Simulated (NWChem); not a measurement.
System: C4H9NSi; SMILES [SiH3]/C=N/C1CC1

Input file for NWChem:

```
start job
memory heap 200 mb stack 900 mb global 1100 mb
geometry units angstroms noautosym nocenter noautoz
  Si     0.005078     2.609675    -0.186972
  C     -0.022187     0.892366     0.594680
  N      0.004120    -0.149334    -0.138035
  C     -0.016705    -1.423965     0.461934
  C     -0.733499    -2.514931    -0.294915
  C      0.754382    -2.513847    -0.241290
  H     -1.217307     3.370949     0.222453
  H      1.194127     3.372170     0.309293
  H      0.058739     2.492285    -1.671405
  H     -0.061714     0.800542     1.704846
  H     -0.056286    -1.460710     1.562566
  H     -1.211193    -2.210391    -1.228802
  H     -1.286264    -3.251033     0.294124
  H      1.297687    -2.208476    -1.138308
  H      1.264423    -3.249133     0.386069
end
basis spherical
  * library def2-tzvp
end
dft
  xc pbe0
  iterations 150
  semidirect filesize 400000000
end
property
  efieldgrad
end
task dft property
```

Excerpt of the output:

```
             Northwest Computational Chemistry Package (NWChem) 7.3.0
             --------------------------------------------------------

                             Geometry "geometry" -> ""
                             -------------------------

 Output coordinates in angstroms (scale by  1.889725989 to convert to a.u.)

  No.       Tag          Charge          X              Y              Z
 ---- ---------------- ---------- -------------- -------------- --------------
    1 Si                  14.0000     0.00507800     2.60967500    -0.18697200
    2 C                    6.0000    -0.02218700     0.89236600     0.59468000
    3 N                    7.0000     0.00412000    -0.14933400    -0.13803500
    4 C                    6.0000    -0.01670500    -1.42396500     0.46193400
    5 C                    6.0000    -0.73349900    -2.51493100    -0.29491500
    6 C                    6.0000     0.75438200    -2.51384700    -0.24129000
    7 H                    1.0000    -1.21730700     3.37094900     0.22245300
    8 H                    1.0000     1.19412700     3.37217000     0.30929300
    9 H                    1.0000     0.05873900     2.49228500    -1.67140500
   10 H                    1.0000    -0.06171400     0.80054200     1.70484600
   11 H                    1.0000    -0.05628600    -1.46071000     1.56256600
   12 H                    1.0000    -1.21119300    -2.21039100    -1.22880200
   13 H                    1.0000    -1.28626400    -3.25103300     0.29412400
   14 H                    1.0000     1.29768700    -2.20847600    -1.13830800
   15 H                    1.0000     1.26442300    -3.24913300     0.38606900

 Effective nuclear repulsion energy (a.u.)     267.7017640707

                              NWChem Property Module
                              ----------------------

  itol2e modified to match energy
  convergence criterion.

                                 NWChem DFT Module
                                 -----------------

 Summary of "ao basis" -> "ao basis" (spherical)
 ------------------------------------------------------------------------------
       Tag                 Description            Shells   Functions and Types
 ---------------- ------------------------------  ------  ---------------------
 Si                        def2-tzvp                13       37   5s5p2d1f
 C                         def2-tzvp                11       31   5s3p2d1f
 N                         def2-tzvp                11       31   5s3p2d1f
 H                         def2-tzvp                 4        6   3s1p

  itol2e modified to match energy
  convergence criterion.

            General Information
            -------------------
          SCF calculation type: DFT
          Wavefunction type:  closed shell.
          No. of atoms     :    15
          No. of electrons :    54
           Alpha electrons :    27
            Beta electrons :    27
          Charge           :     0
          Spin multiplicity:     1
          Use of symmetry is: off; symmetry adaption is: off
          Maximum number of iterations: 150
          AO basis - number of functions:   246
                     number of shells:   104
          Convergence on energy requested:  1.00D-07
          Convergence on density requested:  1.00D-05
          Convergence on gradient requested:  5.00D-04

              XC Information
              --------------
                         PBE0 Method XC Functional
                     Hartree-Fock (Exact) Exchange  0.250
          PerdewBurkeErnzerhof Exchange Functional  0.750
            Perdew 1991 LDA Correlation Functional  1.000 local
           PerdewBurkeErnz. Correlation Functional  1.000 non-local

             Grid Information
             ----------------
          Grid used for XC integration:  fine
          Radial quadrature: Mura-Knowles
          Angular quadrature: Lebedev.
          Tag              B.-S. Rad. Rad. Pts. Rad. Cut. Ang. Pts.
          ---              ---------- --------- --------- ---------
          Si                  1.10      123          14.0       770
          C                   0.70       70          15.0       590
          N                   0.65       70          11.0       590
          H                   0.35       60          16.0       590
          Grid pruning is: on
          Number of quadrature shells:  1013
          Spatial weights used:  Erf1

      Superposition of Atomic Density Guess
      -------------------------------------

 Sum of atomic energies:        -498.33055792

      Non-variational initial energy
      ------------------------------

 Total energy =    -502.153405
 1-e energy   =   -1212.070015
 2-e energy   =     442.214845
 HOMO         =      -0.297970
 LUMO         =      -0.042491

------------------------------------------------------------
EAF file 0: "./job.aoints.0" size=1468530688 bytes
------------------------------------------------------------
               write      read    awrite     aread      wait
               -----      ----    ------     -----      ----
     calls:     2801         0         0         0         0
   data(b): 1.47e+09  0.00e+00  0.00e+00  0.00e+00
   time(s): 0.00e+00  0.00e+00  0.00e+00  0.00e+00  0.00e+00
rate(mb/s): 0.00e+00  0.00e+00
------------------------------------------------------------

   convergence    iter        energy       DeltaE   RMS-Dens  Diis-err
 ---------------- ----- ----------------- --------- --------- ---------
 d= 0,ls=0.0,diis     1   -501.6599434614 -7.69D+02  3.44D-03  7.56D-01
 d= 0,ls=0.0,diis     2   -501.6694245416 -9.48D-03  2.63D-03  4.87D-01
 d= 0,ls=0.0,diis     3   -501.6933471171 -2.39D-02  1.07D-03  3.02D-01
 d= 0,ls=0.0,diis     4   -501.7258352182 -3.25D-02  1.87D-04  4.16D-03
 d= 0,ls=0.0,diis     5   -501.7262655562 -4.30D-04  5.98D-05  5.54D-04
  Resetting Diis
 d= 0,ls=0.0,diis     6   -501.7263317127 -6.62D-05  1.16D-05  1.80D-05
 d= 0,ls=0.0,diis     7   -501.7263339224 -2.21D-06  4.36D-06  6.49D-07
 d= 0,ls=0.0,diis     8   -501.7263338431  7.93D-08  2.74D-06  1.25D-06

         Total DFT energy =     -501.726333843124
      One electron energy =    -1217.831733553480
           Coulomb energy =      500.897961823049
    Exchange-Corr. energy =      -52.494326183431
 Nuclear repulsion energy =      267.701764070737

 Numeric. integr. density =       53.999999700475

                       DFT Final Molecular Orbital Analysis
                       ------------------------------------

[...]

          -----------------------
          Electric field gradient
          -----------------------

 1 a.u. = 0.324123 10**(16) esu/cm**3  ( or statvolts/cm**2 ) = 0.97174 10**(22) v/m**2

 ------------------------------------------------------------
   Atom      X         Y         Z
 ------------------------------------------------------------
    1 Si   0.00960   4.93157  -0.35333
 ------------------------------------------------------------

 Electric field gradient in molecular frame (a.u.)
         XX             YY             ZZ             XY             XZ             YZ
 ------------------------------------------------------------------------------------------
       -0.022803      -0.006803       0.029606      -0.001593      -0.002002       0.042106

 Principal components (a.u.) and orientation
 of principal axis w.r.t. absolute frame                      Asymmetry parameter eta
 --------------------------------------------------------------------------------------
        0.057356      -0.034476      -0.022880                       0.202182

       -0.031772       0.019979       0.999295
        0.548951       0.835854       0.000742
        0.835250      -0.548588       0.037524

 ------------------------------------------------------------
   Atom      X         Y         Z
 ------------------------------------------------------------
    2 C   -0.04193   1.68633   1.12378
 ------------------------------------------------------------

 Electric field gradient in molecular frame (a.u.)
         XX             YY             ZZ             XY             XZ             YZ
 ------------------------------------------------------------------------------------------
       -0.347388       0.248577       0.098811       0.000805      -0.015917      -0.027919

 Principal components (a.u.) and orientation
 of principal axis w.r.t. absolute frame                      Asymmetry parameter eta
 --------------------------------------------------------------------------------------
       -0.347955       0.253634       0.094321                       0.457857

        0.999365       0.006034      -0.035112
        0.000319       0.984001       0.178165
        0.035625      -0.178063       0.983374

 ------------------------------------------------------------
   Atom      X         Y         Z
 ------------------------------------------------------------
    3 N    0.00779  -0.28220  -0.26085
 ------------------------------------------------------------

 Electric field gradient in molecular frame (a.u.)
         XX             YY             ZZ             XY             XZ             YZ
 ------------------------------------------------------------------------------------------
       -0.863808      -0.244544       1.108352      -0.002451      -0.070317       0.063383

 Principal components (a.u.) and orientation
 of principal axis w.r.t. absolute frame                      Asymmetry parameter eta
 --------------------------------------------------------------------------------------
        1.113818      -0.866312      -0.247506                       0.555572

       -0.035553       0.999367       0.001347
        0.046646       0.000313       0.998911
        0.998279       0.035577      -0.046627

 ------------------------------------------------------------
   Atom      X         Y         Z
 ------------------------------------------------------------
    4 C   -0.03157  -2.69090   0.87293
 ------------------------------------------------------------

 Electric field gradient in molecular frame (a.u.)
         XX             YY             ZZ             XY             XZ             YZ
 ------------------------------------------------------------------------------------------
        0.193766      -0.184102      -0.009664      -0.000123       0.007347       0.012320

 Principal components (a.u.) and orientation
 of principal axis w.r.t. absolute frame                      Asymmetry parameter eta
 --------------------------------------------------------------------------------------
        0.194031      -0.184969      -0.009062                       0.906593

        0.999348       0.001686      -0.036068
        0.000851       0.997533       0.070192
        0.036097      -0.070177       0.996881

 ------------------------------------------------------------
   Atom      X         Y         Z
 ------------------------------------------------------------
    5 C   -1.38611  -4.75253  -0.55731
 ------------------------------------------------------------

 Electric field gradient in molecular frame (a.u.)
         XX             YY             ZZ             XY             XZ             YZ
 ------------------------------------------------------------------------------------------
       -0.073883       0.021550       0.052332      -0.106288      -0.067671      -0.052159

 Principal components (a.u.) and orientation
 of principal axis w.r.t. absolute frame                      Asymmetry parameter eta
 --------------------------------------------------------------------------------------
       -0.174644       0.094564       0.080081                       0.082929

        0.780847      -0.305095      -0.545157
        0.516465       0.806228       0.288548
        0.351486      -0.506866       0.787112

 ------------------------------------------------------------
   Atom      X         Y         Z
 ------------------------------------------------------------
    6 C    1.42558  -4.75048  -0.45597
 ------------------------------------------------------------

 Electric field gradient in molecular frame (a.u.)
         XX             YY             ZZ             XY             XZ             YZ
 ------------------------------------------------------------------------------------------
       -0.083233       0.021819       0.061414       0.109656       0.057997      -0.044298

 Principal components (a.u.) and orientation
 of principal axis w.r.t. absolute frame                      Asymmetry parameter eta
 --------------------------------------------------------------------------------------
       -0.174684       0.094562       0.080123                       0.082657

        0.804760       0.339806       0.486717
       -0.515452       0.806687       0.289076
       -0.294398      -0.483516       0.824343

 ------------------------------------------------------------
   Atom      X         Y         Z
 ------------------------------------------------------------
    7 H   -2.30038   6.37017   0.42038
 ------------------------------------------------------------

 Electric field gradient in molecular frame (a.u.)
         XX             YY             ZZ             XY             XZ             YZ
 ------------------------------------------------------------------------------------------
       -0.071802       0.016652       0.055150       0.089583       0.049344      -0.028997

 Principal components (a.u.) and orientation
 of principal axis w.r.t. absolute frame                      Asymmetry parameter eta
 --------------------------------------------------------------------------------------
       -0.143925       0.073377       0.070549                       0.019647

        0.817229       0.560552      -0.133863
       -0.505798       0.586288      -0.632800
       -0.276235       0.584849       0.762657

 ------------------------------------------------------------
   Atom      X         Y         Z
 ------------------------------------------------------------
    8 H    2.25657   6.37248   0.58448
 ------------------------------------------------------------

 Electric field gradient in molecular frame (a.u.)
         XX             YY             ZZ             XY             XZ             YZ
 ------------------------------------------------------------------------------------------
       -0.063881       0.016472       0.047409      -0.087332      -0.057894      -0.035415

 Principal components (a.u.) and orientation
 of principal axis w.r.t. absolute frame                      Asymmetry parameter eta
 --------------------------------------------------------------------------------------
       -0.143901       0.073365       0.070536                       0.019653

        0.794740      -0.601714       0.079550
        0.506598       0.585431      -0.632953
        0.334286       0.543333       0.770092

 ------------------------------------------------------------
   Atom      X         Y         Z
 ------------------------------------------------------------
    9 H    0.11100   4.70974  -3.15850
 ------------------------------------------------------------

 Electric field gradient in molecular frame (a.u.)
         XX             YY             ZZ             XY             XZ             YZ
 ------------------------------------------------------------------------------------------
        0.073579       0.072306      -0.145885       0.000582       0.007941      -0.016062

 Principal components (a.u.) and orientation
 of principal axis w.r.t. absolute frame                      Asymmetry parameter eta
 --------------------------------------------------------------------------------------
       -0.147348       0.073866       0.073482                       0.002605

       -0.036019       0.999350      -0.001539
        0.072976       0.004166       0.997325
        0.996683       0.035810      -0.073079

[...]
```

Level: PBE0/def2-TZVP. Geometry: optimised at PBE0/def2-SVP. NWChem prints the field gradient with the sign opposite to the second derivative of the potential.
